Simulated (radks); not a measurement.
Excited configurations of neutral tin: one electron is placed in a higher orbital outside [Kr] 4d10 5s2 5p1. The ground configuration is [Kr] 4d10 5s2 5p2. Method: scalar-relativistic Kohn-Sham, r2SCAN, spin-polarised, spherical densities, finite nucleus; open shells are filled with parallel spins first (spin-orbit coupling, left out, can overturn this in heavy ions); meta-GGA in the generalised Kohn-Sham scheme; Fermi nuclear charge, rms radius 4.6519 fm; computed with a radial shooting solver on a logarithmic mesh with Libxc functionals. Excitation = E - E(ground); binding = E(ion) - E, where the ion is the core of charge +1; n* = 1/sqrt(2 binding) in atomic units, and the quantum defect is n - n*.

outer orbital,excitation (eV),binding (eV),n*,quantum defect,eigenvalue (eV),<r> (bohr)
5d,5.768,1.743,2.794,2.206,-0.682,8.623
6s,4.475,3.037,2.117,3.883,-1.874,7.031
6p,5.438,2.073,2.562,3.438,-1.225,9.456
6d,6.446,1.065,3.574,2.426,-0.577,17.30
6f,7.078,0.433,5.607,0.393,-0.269,45.80
7d,6.820,0.692,4.436,2.564,-0.415,28.97
7f,7.188,0.323,6.486,0.514,-0.210,64.27

The Delta-SCF ionisation energy is 7.511 eV (NIST Atomic Spectra Database: 7.344 eV, measured). Self-interaction in the functional shifts the binding energies and quantum defects, so they are the method's values and not measured ones. Open shells are spherical and high-spin; term and fine-structure splittings are not resolved. Spin-orbit splitting is averaged out at the scalar-relativistic level.
